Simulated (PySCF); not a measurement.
**Basis and Hamiltonian dependence of the excitation energy of B²⁺**

B²⁺ [He] 2s1 (2S) → B²⁺ [He] 2p1 (2P). All values are computed (PySCF 2.14, energy differences of UHF-based or UKS calculations, no spin-orbit coupling). Values in eV.

```tsv
basis	Hamiltonian	functions	UHF	LDA	PBE0	CCSD(T) (valence and next inner shell)
aug-cc-pVDZ	non-relativistic	23	6.089	5.408	5.538	n/a
def2-TZVPPD	non-relativistic	37	6.044	5.353	5.478	6.021
dyall-av2z	non-relativistic	42	6.038	5.349	5.473	n/a
aug-cc-pVTZ-DK	spin-free X2C	46	6.080	5.383	5.519	n/a
aug-cc-pVTZ	non-relativistic	46	6.071	5.375	5.510	n/a
x2c-QZVPPall	spin-free X2C	57	6.055	5.360	5.494	6.012
aug-cc-pVTZ with one added diffuse shell each of s, p, d, f type	non-relativistic	62	6.071	5.375	5.510	n/a
def2-QZVPPD	non-relativistic	63	6.047	5.352	5.485	6.003
dyall-av3z	spin-free X2C	71	6.055	5.362	5.495	n/a
aug-cc-pVQZ	non-relativistic	80	6.051	5.359	5.489	n/a
aug-cc-pVQZ with one added diffuse shell each of s, p, d, f, g type	non-relativistic	105	6.051	5.359	5.489	n/a
aug-cc-pCVQZ-DK	spin-free X2C	109	6.059	5.365	5.497	n/a
aug-cc-pwCVQZ	non-relativistic	109	6.051	5.357	5.489	n/a
aug-cc-pV5Z	non-relativistic	127	6.045	5.351	5.483	n/a
```

Frozen in the all-electron rows: valence: 1s2; valence and next inner shell: nothing.
